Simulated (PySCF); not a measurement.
AlF$_{2}$ (calculated)

Computed with PySCF 2.14.0. Calculation on a computer-drawn molecule: vertical ionisation energy to the stated ion spin, frozen-core CCSD(T) at the basis limit and cheaper methods, single-reference cases, UHF for radicals, no spin-orbit; all values are single points at the evaluated structure, the first of each entry, which is the reference or a displaced copy of it and isn't optimised; the reference structure only sets the zero of the energies above reference; triples share is (T) over the correlation energy.

Common to all runs: charge 1; multiplicity 1; ion multiplicity 2; diffuse functions no; basis cc-pV(n+d)Z; reference is the Hartree-Fock double-zeta minimum; best is HF at quadruple zeta + MP2 correlation extrapolated from triple and quadruple zeta + CCSD(T) minus MP2 at triple zeta; basis step is the size of the change from the same recipe one zeta lower.

(1) AlF$_{2}$

Evaluated structure:
```xyz
3
AlF2
F     -1.0012    -2.0851     0.1579
Al    -1.8733    -1.1014    -0.3136
F     -3.0482     0.0216    -0.7153
```

Reference structure:
```xyz
3
AlF2
F     -1.0016    -2.1195     0.0758
Al    -2.0302    -0.9918    -0.3805
F     -3.0589     0.1359    -0.8369
```

* ionisation energy best: 22.48 eV
* ionisation energy basis step: 0.007191 eV
* energy above reference best: 28.45 kcal/mol
* energy above reference basis step: 0.5134 kcal/mol
* ionisation energy Koopmans at triple zeta: 24.02 eV
* ionisation energy EOM CCSD at triple zeta: 22.32 eV
* total energy HF triple zeta: -440.6618 hartree
* total energy CCSD(T) triple zeta: -441.2287 hartree
* total energy best: -441.3385 hartree
* T1 diagnostic at triple zeta: 0.01467
* D1 diagnostic at triple zeta: 0.03337
* ion T1 diagnostic at triple zeta: 0.01282
* ion D1 diagnostic at triple zeta: 0.03101
* ion spin squared at triple zeta: 0.7539
* triples share at triple zeta: 0.02772
* basis functions triple zeta: 99

Drawn bonds:
```
atom  other atom  order
   1           2      1
   2           3      1
```

Triple zeta:
```
 method  ionisation energy (eV)  energy above reference (kcal/mol)
     HF                   20.45                              25.34
    PBE                   21.97                              29.59
 r2SCAN                   22.08                              28.12
  B3LYP                    22.4                              28.23
  wB97X                   22.38                              28.04
    MP2                   22.57                              29.25
   CCSD                   22.19                              28.24
CCSD(T)                    22.3                               28.7
```

(2) AlF$_{2}$

Evaluated structure:
```xyz
3
AlF2
F     -1.0012    -2.0851     0.1579
Al    -1.9508    -1.0141    -0.3555
F     -3.1257     0.1089    -0.7572
```

Reference structure:
```xyz
3
AlF2
F     -1.0016    -2.1195     0.0758
Al    -2.0302    -0.9918    -0.3805
F     -3.0589     0.1359    -0.8369
```

- ionisation energy best: 22.6 eV
- ionisation energy basis step: 0.01354 eV
- energy above reference best: 5.559 kcal/mol
- energy above reference basis step: 0.03562 kcal/mol
- ionisation energy Koopmans at triple zeta: 24.19 eV
- ionisation energy EOM CCSD at triple zeta: 22.46 eV
- total energy HF triple zeta: -440.6931 hartree
- total energy CCSD(T) triple zeta: -441.2655 hartree
- total energy best: -441.3750 hartree
- T1 diagnostic at triple zeta: 0.01567
- D1 diagnostic at triple zeta: 0.03534
- ion T1 diagnostic at triple zeta: 0.0157
- ion D1 diagnostic at triple zeta: 0.04333
- ion spin squared at triple zeta: 0.754
- triples share at triple zeta: 0.02885
- basis functions triple zeta: 99

Drawn bonds:
```
atom  other atom  order
   1           2      1
   2           3      1
```

Triple zeta:
```
 method  ionisation energy (eV)  energy above reference (kcal/mol)
     HF                   20.59                               5.73
    PBE                   21.69                              5.411
 r2SCAN                   21.85                              5.511
  B3LYP                   22.22                              5.495
  wB97X                   22.47                              5.506
    MP2                   22.68                               5.62
   CCSD                   22.31                              5.643
CCSD(T)                   22.41                              5.601
```

(3) AlF$_{2}$

Evaluated structure:
```xyz
3
AlF2
F     -0.9894    -2.1315     0.0596
Al    -2.0296    -0.9897    -0.3867
F     -3.0610     0.1487    -0.8210
```

Reference structure:
```xyz
3
AlF2
F     -1.0016    -2.1195     0.0758
Al    -2.0302    -0.9918    -0.3805
F     -3.0589     0.1359    -0.8369
```

* ionisation energy best: 23.17 eV
* ionisation energy basis step: 0.02968 eV
* energy above reference best: 0.1462 kcal/mol
* energy above reference basis step: 0.1002 kcal/mol
* ionisation energy Koopmans at triple zeta: 24.7 eV
* ionisation energy EOM CCSD at triple zeta: 22.99 eV
* total energy HF triple zeta: -440.7013 hartree
* total energy CCSD(T) triple zeta: -441.2743 hartree
* total energy best: -441.3836 hartree
* T1 diagnostic at triple zeta: 0.01565
* D1 diagnostic at triple zeta: 0.03452
* ion T1 diagnostic at triple zeta: 0.02148
* ion D1 diagnostic at triple zeta: 0.08626
* ion spin squared at triple zeta: 0.7538
* triples share at triple zeta: 0.02891
* basis functions triple zeta: 99

Drawn bonds:
```
atom  other atom  order
   1           2      1
   2           3      1
```

Triple zeta:
```
 method  ionisation energy (eV)  energy above reference (kcal/mol)
     HF                   21.23                             0.5756
    PBE                   21.71                           -0.09867
 r2SCAN                    21.9                             0.1318
  B3LYP                   22.29                             0.1078
  wB97X                   23.11                             0.1509
    MP2                   23.25                            0.05574
   CCSD                   22.89                             0.1909
CCSD(T)                   22.97                              0.115
```

(4) AlF$_{2}$

Evaluated structure:
```xyz
3
AlF2
F     -0.9795    -2.1484     0.0795
Al    -2.0531    -1.0125    -0.3796
F     -3.1824     0.2253    -0.8827
```

Reference structure:
```xyz
3
AlF2
F     -1.0016    -2.1195     0.0758
Al    -2.0302    -0.9918    -0.3805
F     -3.0589     0.1359    -0.8369
```

* ionisation energy basis step: —

Drawn bonds:
```
atom  other atom  order
   1           2      1
   2           3      1
```

Questions
1. Estimate the ionisation energy basis step of AlF$_{2}$ (entry 4).

Answers
1. 0.01323 eV

Further results for AlF$_{2}$ (entry 4):

* ionisation energy best: 22.16 eV
* energy above reference best: 9.623 kcal/mol
* energy above reference basis step: 1.171 kcal/mol
* ionisation energy Koopmans at triple zeta: 23.87 eV
* ionisation energy EOM CCSD at triple zeta: 22.05 eV
* total energy HF triple zeta: -440.6797 hartree
* total energy CCSD(T) triple zeta: -441.2597 hartree
* total energy best: -441.3685 hartree
* T1 diagnostic at triple zeta: 0.01757
* D1 diagnostic at triple zeta: 0.03931
* ion T1 diagnostic at triple zeta: 0.01798
* ion D1 diagnostic at triple zeta: 0.04828
* ion spin squared at triple zeta: 0.7542
* triples share at triple zeta: 0.03066
* basis functions triple zeta: 99

Triple zeta:
```
 method  ionisation energy (eV)  energy above reference (kcal/mol)
     HF                   20.13                              14.13
    PBE                   21.16                              6.826
 r2SCAN                   21.32                              9.297
  B3LYP                   21.71                              9.026
  wB97X                   22.03                              9.611
    MP2                   22.24                              8.743
   CCSD                   21.86                              10.12
CCSD(T)                   21.96                              9.279
```
